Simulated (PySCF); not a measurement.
C5H10O. Atoms are numbered in the order given.

```xyz
16

C      2.6440    -0.0828    -0.3040
C      1.2226    -0.5187    -0.5768
O      0.3964    -0.0271     0.4622
C     -0.9393    -0.3685     0.2984
C     -1.9336     0.5591     0.9056
C     -1.7988     0.4824    -0.5992
H      3.3214    -0.4506    -1.0893
H      2.9863    -0.4737     0.6663
H      2.7090     1.0156    -0.2712
H      0.8703    -0.1346    -1.5571
H      1.1540    -1.6266    -0.6248
H     -1.1431    -1.4517     0.3279
H     -2.8231     0.1365     1.3811
H     -1.5176     1.4427     1.3980
H     -1.3017     1.3225    -1.0940
H     -2.5964     0.0077    -1.1789
```
Charge 0, spin multiplicity 1.

The structure is a stationary point at r2SCAN-D4/def2-SVP. The values are those of a single conformer.

Computed with PBE/pcSseg-1 run with PySCF.

GIAO shieldings, no solvent; atoms listed in one row are averaged. δ = σ(ref) − σ: ¹³C against TMS (σ = 182.0 ppm); ¹⁷O against H2O (σ = 334.3 ppm); ¹H against TMS (σ = 31.49 ppm), references at their B3LYP-D3(BJ)/def2-TZVP geometries, non-relativistic.

Computed chemical shifts:
```
nucleus       atoms  count  δ (ppm)
-------  ----------  -----  -------
¹³C              C2      1     73.5
¹³C              C4      1     59.6
¹³C              C1      1     19.7
¹³C              C5      1     10.6
¹³C              C6      1      9.1
¹⁷O              O3      1     86.6
¹H         H10, H11      2     3.74
¹H              H12      1     3.41
¹H       H7, H8, H9      3     1.45
¹H              H14      1     0.96
¹H              H13      1     0.85
¹H              H15      1     0.68
¹H              H16      1     0.60
```
